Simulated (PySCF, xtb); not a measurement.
C₃H₅NOSi, SMILES N#CC[SiH2]C=O. Other conformers were not sampled.

Harmonic wavenumbers (cm⁻¹) from GFN2-xTB (xtb) at its own minimum, in rising order: 31, 81, 83, 154, 373, 381, 400, 462, 522, 609, 717, 746, 747, 757, 789, 1011, 1063, 1179, 1361, 1394, 1748, 2277, 2283, 2403, 2703, 2957, 2967.

### Question
What does B3LYP-D3(BJ)/def2-SVP (PySCF 2.14.0) give at its own minimum? (Estimate from the structure and the level; the computed values follow.)

### Answer
32, 98, 98, 170, 378, 407, 431, 480, 558, 596, 725, 834, 845, 910, 940, 973, 1150, 1192, 1383, 1402, 1780, 2234, 2242, 2374, 2822, 3057, 3109. Paired by order, the mean absolute difference is 50 cm⁻¹ and the zero-point energies are 43.2 and 44.6 kcal/mol.
